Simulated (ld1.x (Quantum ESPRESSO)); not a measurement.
# Transferability test, TM potential for potassium

| Property | Result |
| --- | --- |
| Element | potassium (K) |
| Generator | ld1.x (Quantum ESPRESSO) 7.5 |
| Type | norm-conserving Troullier–Martins (Kleinman–Bylander form) |
| Functional | LDA (PZ) |
| Relativity | fully relativistic |
| Frozen core | [Ar] |
| Valence charge | 1 |
| Reference configuration | 3d0 4s0 4p1 |
| Partial waves | 4s (bound, empty): rc 2.65 bohr; 3d (bound, empty): rc 4.20 bohr; 4p (bound): rc 4.20 bohr |
| Local potential | the p channel |
| Core correction | a·sin(br)/r model core, default radius (core density twice the valence density) |

Open shells are filled in proportion to 2j + 1 (rel_dist='average').

Energies are relative to the spin-unpolarised reference configuration 3d0 4s0 4p1; without spin polarisation the order of configurations can differ from experiment. The p channel is local and has no spin–orbit splitting in the pseudo-atom.

Question: Give the all-electron excitation energy and the error of the potential for: 3d0 4s1 4p0; 3d0 4s0.5 4p0; 3d1 4s0 4p0; 3d0.5 4s0.5 4p0.

Answer:

| valence configuration | charge | ΔE all-electron (eV) | error AE − PS (meV) |
| --- | --- | --- | --- |
| 3d0 4s1 4p0 | 0 | -1.630 | +0.9 |
| 3d0 4s0.5 4p0 | +0.5 | 0.079 | -0.7 |
| 3d1 4s0 4p0 | 0 | 0.883 | +12 |
| 3d0.5 4s0.5 4p0 | 0 | -0.380 | +1.5 |

Levels in the configuration 3d0.5 4s0.5 4p0:

```
   level  all-electron (eV)  pseudo (eV)
3d j=3/2             -0.418       -0.415
3d j=5/2             -0.417       -0.414
4s j=1/2             -2.945       -2.932
```

These tests converged, but a pseudo level misses the all-electron one widely, so the file describes the atom poorly there or has found another state: 3d0 4s1 4p0: empty 3d by 4.2 eV.
